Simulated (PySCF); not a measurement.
Species: C4H11NOSi3.
Atom-mapped SMILES: `[SiH3:1][SiH2:2][O:3][SiH2:4][n:5]1[cH:6][cH:7][cH:8][cH:9]1` (hydrogens: H10, H11, H12 on Si1; H13, H14 on Si2; H15, H16 on Si4; H17 on C6; H18 on C7; H19 on C8; H20 on C9)

Structure used (PBE0-D3(BJ)/def2-SVP), in Å, numbered top down from 1:
```
atom  x, y, z in Å
Si1    1.811    1.335   -0.758
Si2    2.519   -0.840   -0.227
O3     1.251   -1.932   -0.282
Si4   -0.312   -2.149    0.182
N5    -1.159   -0.600    0.280
C6    -1.365    0.141    1.427
C7    -1.961    1.332    1.088
C8    -2.128    1.329   -0.327
C9    -1.627    0.137   -0.792
H10    0.828    1.843    0.243
H11    1.226    1.374   -2.133
H12    3.030    2.208   -0.739
H13    3.548   -1.315   -1.198
H14    3.123   -0.858    1.144
H15   -0.388   -2.728    1.548
H16   -0.992   -2.973   -0.847
H17   -1.073   -0.248    2.401
H18   -2.253    2.120    1.780
H19   -2.573    2.114   -0.936
H20   -1.574   -0.256   -1.806
```

The closed-shell ground state was solved at several levels (PySCF, density fitting, gas phase, non-relativistic).

| level | basis functions | HOMO (eV) | LUMO (eV) | gap (eV) | dipole (D) |
| --- | --- | --- | --- | --- | --- |
| wB97X-D/def2-SVPD | 283 | -8.23 | 1.37 | 9.60 | 0.57 |
| HF/pcSseg-1 | 229 | -8.40 | 3.18 | 11.58 | 0.52 |

What might PBE0/pcSseg-1 (229 basis functions) give for the same quantities?

HOMO -6.41 eV, LUMO -0.25 eV, gap 6.16 eV, dipole 0.55 D.

Over all these levels, which gives the widest orbital gap and which the narrowest?

HF/pcSseg-1 (Hartree–Fock, all exact exchange) has the widest, 11.58 eV, and PBE0/pcSseg-1 (global hybrid, 25 % exact exchange) the narrowest, 6.16 eV. The two share the basis. From the narrowest to the widest the HOMO moves by -1.99 eV and the LUMO by +3.43 eV. The HOMO need not be the same orbital at Hartree–Fock and at DFT levels.

How far do the dipole and the HOMO energy spread over the levels?

The dipole runs from 0.52 to 0.57 D (mean 0.55 D) and the HOMO from -8.40 to -6.41 eV.

One conformer stands for the species.
